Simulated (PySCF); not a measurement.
PySCF input file for Ga(H)(Br)(NH2) (BrGaH3N), SMILES [NH2][GaH][Br], TPSSh-D3(BJ)/def2-SVP. Geometry: TPSSh-D3(BJ)/def2-SVP. Other conformers were not sampled.

```python
import numpy as np
from pyscf import gto, scf, dft, df
from pyscf.hessian import thermo

mol = gto.M(
    atom='''
    Ga    0.41400764   -0.88460055    0.00000000
    H     1.89533755   -1.33674284   -0.00000000
    Br   -0.13444177    1.35264595   -0.00000000
    N    -1.01361288   -1.98889496   -0.00000000
    H    -1.97424753   -1.65791663    0.00000001
    H    -0.95457470   -3.00306677    0.00000000
    ''',
    basis='def2-SVP',
    charge=0,
    spin=0,
    max_memory=1600,
    verbose=3,
)
mf = dft.RKS(mol, xc='tpssh').density_fit(auxbasis='def2-universal-jkfit')
mf.disp = 'd3bj'
mf.grids.level = 4
mf.conv_tol = 1e-11
mf.max_cycle = 100
mf.kernel()

# [left out here: the lines that compute and print the analytic Hessian (its translational invariance restored by hand, since the grid's response is missing), thermochemistry and intensities]
```

It prints:

```
converged SCF energy = -4554.94651236694

WARN: MGGA Hessian is sensitive to dft grids. grids.level 4 may not be dense enough.


WARN: DFTD3 does not support analytical Hessian, using finite difference


WARN: Mole.unit (angstrom) is changed to Bohr

Mode                                 0                   1                   2
Irrep
Freq [cm^-1]                      140.1675            239.9262            297.7625
Reduced mass [au]                   3.9710              1.2963             40.2000
Force const [Dyne/A]                0.0460              0.0440              2.1000
Char temp [K]                     201.6698            345.2004            428.4140
Normal mode                   x     y     z       x     y     z       x     y     z
       0  Ga                 0.05 -0.01 -0.00   -0.00 -0.00 -0.01    0.03 -0.08  0.00
       1   H                 0.03 -0.06  0.00   -0.00 -0.00  0.28    0.03 -0.04 -0.00
       2  Br                -0.03 -0.03  0.00    0.00  0.00  0.00   -0.02  0.08  0.00
       3   N                -0.08  0.16  0.00    0.00 -0.00  0.13   -0.02 -0.03 -0.00
       4   H                -0.02  0.34 -0.00   -0.00  0.00 -0.58    0.00  0.03  0.00
       5   H                -0.26  0.15 -0.00   -0.00 -0.00 -0.59   -0.08 -0.03  0.00
Mode                                 3                   4                   5
Irrep
Freq [cm^-1]                      368.4193            511.9497            563.0410
Reduced mass [au]                   1.0641              1.0322              1.0425
Force const [Dyne/A]                0.0851              0.1594              0.1947
Char temp [K]                     530.0734            736.5816            810.0907
Normal mode                   x     y     z       x     y     z       x     y     z
       0  Ga                -0.00  0.00 -0.02   -0.00  0.00  0.02    0.01  0.01 -0.00
       1   H                -0.00 -0.00  0.46   -0.00 -0.00 -0.77   -0.24 -0.86  0.00
       2  Br                 0.00 -0.00  0.01   -0.00  0.00 -0.00   -0.01  0.00  0.00
       3   N                 0.00 -0.00  0.02    0.00 -0.00  0.00   -0.02  0.02  0.00
       4   H                -0.00  0.00 -0.43   -0.00  0.00 -0.58   -0.12 -0.27  0.00
       5   H                 0.00 -0.00  0.73   -0.00 -0.00  0.19    0.26  0.03 -0.00
Mode                                 6                   7                   8
Irrep
Freq [cm^-1]                      720.4071            746.6883           1522.1249
Reduced mass [au]                   3.0027              1.4984              1.1161
Force const [Dyne/A]                0.9182              0.4922              1.5236
Char temp [K]                    1036.5054           1074.3182           2189.9989
Normal mode                   x     y     z       x     y     z       x     y     z
       0  Ga                 0.03  0.03  0.00    0.03  0.00 -0.00    0.00  0.00  0.00
       1   H                -0.01 -0.12 -0.00    0.13  0.37 -0.00    0.02 -0.02 -0.00
       2  Br                 0.00  0.00 -0.00    0.00 -0.00  0.00    0.00 -0.00 -0.00
       3   N                -0.12 -0.16 -0.00   -0.15  0.01  0.00   -0.07 -0.05  0.00
       4   H                -0.03  0.13  0.00   -0.32 -0.50 -0.00    0.19  0.64 -0.00
       5   H                -0.47 -0.18 -0.00    0.38  0.03  0.00    0.67  0.01 -0.00
Mode                                 9                  10                  11
Irrep
Freq [cm^-1]                     2048.3590           3558.3107           3667.4154
Reduced mass [au]                   1.0216              1.0487              1.0981
Force const [Dyne/A]                2.5254              7.8235              8.7021
Char temp [K]                    2947.1326           5119.6169           5276.5942
Normal mode                   x     y     z       x     y     z       x     y     z
       0  Ga                 0.01 -0.00 -0.00   -0.00 -0.00 -0.00   -0.00  0.00  0.00
       1   H                -0.95  0.28  0.00   -0.00  0.00  0.00    0.00  0.00  0.00
       2  Br                 0.00 -0.00  0.00    0.00 -0.00  0.00    0.00 -0.00 -0.00
       3   N                -0.00 -0.00 -0.00    0.04  0.03 -0.00   -0.05  0.06  0.00
       4   H                 0.01  0.02  0.00   -0.64  0.24  0.00    0.64 -0.21 -0.00
       5   H                 0.01 -0.00 -0.00    0.06 -0.69 -0.00    0.03 -0.67  0.00
temperature 298.1500 [K]
pressure 101325.00 [Pa]
Rotational constants [GHz] 14.07708 1.87739 1.65648
Symmetry number 1
Zero-point energy (ZPE) 0.03277 [Eh]   86038.845 [J/mol]
                           tot       elec      trans        rot        vib
Entropy [J/mol/K]       319.894      0.000    172.550    110.451     36.892
Cv [J/mol/K]             70.360      0.000     12.472     12.472     45.416
Cp [J/mol/K]             78.674      0.000     20.786     12.472     45.416
Internal energy [J/mol]                      3718.434   3718.434  92674.874
Internal energy [Eh]   -4554.90838  -4554.94651
Enthalpy [J/mol]                             6197.391   3718.434  92674.874
Enthalpy [Eh]          -4554.90744
Gibbs free energy [J/mol]                  -45248.477 -29212.675  81675.410
Gibbs free energy [Eh] -4554.94376
mode   freq/cm-1   IR/(km/mol)
   1      140.17         1.671
   2      239.93       201.417
   3      297.76        28.956
   4      368.42         0.880
   5      511.95         2.207
   6      563.04        61.579
   7      720.41        98.364
   8      746.69        77.330
   9     1522.12        23.350
  10     2048.36       120.395
  11     3558.31        30.686
  12     3667.42        34.629
max |gradient| / (hartree/bohr): 3.589814182247984e-05
APT charges: [ 1.2184 -0.2794 -0.5142 -0.776   0.1767  0.1744]
```

The run converged.

Cost: very roughly 4 core-minutes.
